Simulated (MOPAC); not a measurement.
MOPAC input (AM1):

```
AM1 1SCF UHF MS=0.5 GEO-OK AUX(PRECISION=9) THREADS=1
H4PSi

Si   -1.02909718 1    0.09598792 1    0.19603010 1
P     1.16264179 1   -0.17498748 1   -0.28686021 1
H    -1.82509624 1   -0.83302336 1   -0.63823404 1
H    -1.45804519 1    1.48794000 1   -0.08774552 1
H    -1.28854722 1   -0.19745417 1    1.62733475 1
H     1.53942232 1    0.82351881 1    0.65712658 1
```

From the last part of the output:

```
                                                       MOPAC v23.2.5 Linux

          FINAL HEAT OF FORMATION =         39.81427 KCAL/MOL =     166.58291 KJ/MOL

          COSMO AREA              =        103.24 SQUARE ANGSTROMS
          COSMO VOLUME            =         91.17 CUBIC ANGSTROMS

          IONIZATION POTENTIAL    =          9.954602 EV
          ALPHA SOMO LUMO (EV)    =         -9.955 -0.881
          BETA  SOMO LUMO (EV)    =        -10.458 -2.214
          NO. OF ALPHA ELECTRONS  =          7
          NO. OF BETA  ELECTRONS  =          6
          MOLECULAR WEIGHT        =         63.0909         POINT GROUP:  Cs

          MOLECULAR DIMENSIONS (Angstroms)

            Atom       Atom       Distance
            H     6    H     3     3.96763
            P     2    H     4     2.74455
            H     5    H     4     2.16567

          SCF CALCULATIONS        =          1

   ATOM   CHEMICAL          X               Y               Z
  NUMBER   SYMBOL      (ANGSTROMS)     (ANGSTROMS)     (ANGSTROMS)

     1      Si         -1.02909718  *   0.09598792  *   0.19603010  *
     2       P          1.16264179  *  -0.17498748  *  -0.28686021  *
     3       H         -1.82509624  *  -0.83302336  *  -0.63823404  *
     4       H         -1.45804519  *   1.48794000  *  -0.08774552  *
     5       H         -1.28854722  *  -0.19745417  *   1.62733475  *
     6       H          1.53942232  *   0.82351881  *   0.65712658  *

                             CARTESIAN COORDINATES

   1   Si       -1.029097180     0.095987920     0.196030100
   2    P        1.162641790    -0.174987480    -0.286860210
   3    H       -1.825096240    -0.833023360    -0.638234040
   4    H       -1.458045190     1.487940000    -0.087745520
   5    H       -1.288547220    -0.197454170     1.627334750
   6    H        1.539422320     0.823518810     0.657126580

           Empirical Formula: H4 Si P  =     6 atoms

      MOLECULAR POINT GROUP   :   Cs

          ALPHA EIGENVALUES
 -20.06262 -15.80048 -13.21639 -12.93731 -11.89678 -10.74270  -9.95460  -0.88071
   1.03160   1.07434   1.30941   1.54370

           BETA EIGENVALUES
 -19.48592 -15.76012 -13.12114 -12.79541 -11.79118 -10.45750  -2.21408  -0.80115
   1.04763   1.14950   1.36252   1.53830

              NET ATOMIC CHARGES AND DIPOLE CONTRIBUTIONS

  ATOM NO.   TYPE          CHARGE      No. of ELECS.   s-Pop       p-Pop
    1         Si           0.614918        3.3851     0.89926     2.48582
    2          P          -0.295386        5.2954     1.90566     3.38973
    3          H          -0.129433        1.1294     1.12943
    4          H          -0.139621        1.1396     1.13962
    5          H          -0.139621        1.1396     1.13962
    6          H           0.089142        0.9109     0.91086
 DIPOLE           X         Y         Z       TOTAL
 POINT-CHG.    -1.053     0.537     0.632     1.340
 HYBRID        -0.442     0.932     0.960     1.409
 SUM           -1.495     1.469     1.592     2.632

          ATOMIC ORBITAL ELECTRON POPULATIONS

     Atom    s        px        py        pz
    1 Si   0.89926   0.78248   0.85426   0.84908
    2  P   1.90566   1.22786   1.07963   1.08224
    3  H   1.12943
    4  H   1.13962
    5  H   1.13962
    6  H   0.91086

                    (SZ)    =    0.500000
                    (S**2)  =    0.755059

          ATOMIC ORBITAL SPIN POPULATIONS

    Atom   Total    s     px     py     pz
         Atomic
    1 Si -0.0930 -0.019 -0.043 -0.014 -0.016
    2  P  1.0732  0.001  0.060  0.497  0.514
    3  H  0.0056  0.006
    4  H  0.0234  0.023
    5  H  0.0234  0.023
    6  H -0.0326 -0.033

 **********************
 *                    *
 * JOB ENDED NORMALLY *
 *                    *
 **********************

 == MOPAC DONE ==
```

The geometry given is a B3LYP-D3(BJ)/def2-TZVP minimum.
